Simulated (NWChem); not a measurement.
# Atomisation of CH₂NO

```xyz
5

N      1.0907    -0.0284     0.0000
C     -0.1832     0.3991     0.0000
O     -1.2146    -0.2259     0.0000
H      1.3257    -1.0322     0.0000
H      1.8555     0.6437     0.0000
```
Charge 0, spin multiplicity 2.

All runs are NWChem calculations. All single points use one geometry, from UPBE/def2-SVP, a minimum by its harmonic frequencies. It is one conformer; others weren't searched.

Basis set: def2-TZVP. The atomisation energy is electronic alone: no zero-point, thermal, spin-orbit or counterpoise terms. No value is extrapolated to the basis-set limit. Free atoms are single determinants with multiplicities N 4, C 3, O 3, H 2.

B3LYP has NWChem's definition, with VWN1-RPA local correlation. The structure started from a generated list of species. The unpaired electrons of the parent sit in orbitals of symmetry a' (Cs labels of the run); other states weren't searched. The stability of the SCF solutions was not checked.

**Question.** For the atomisation energy, LDA (SVWN5) gives 563.4 kcal/mol and BP86 gives 497.2 kcal/mol. What do PBE0, B3LYP, PBE give?

**Answer.** PBE0: 471.8 kcal/mol; B3LYP: 470.6 kcal/mol; PBE: 495.3 kcal/mol.
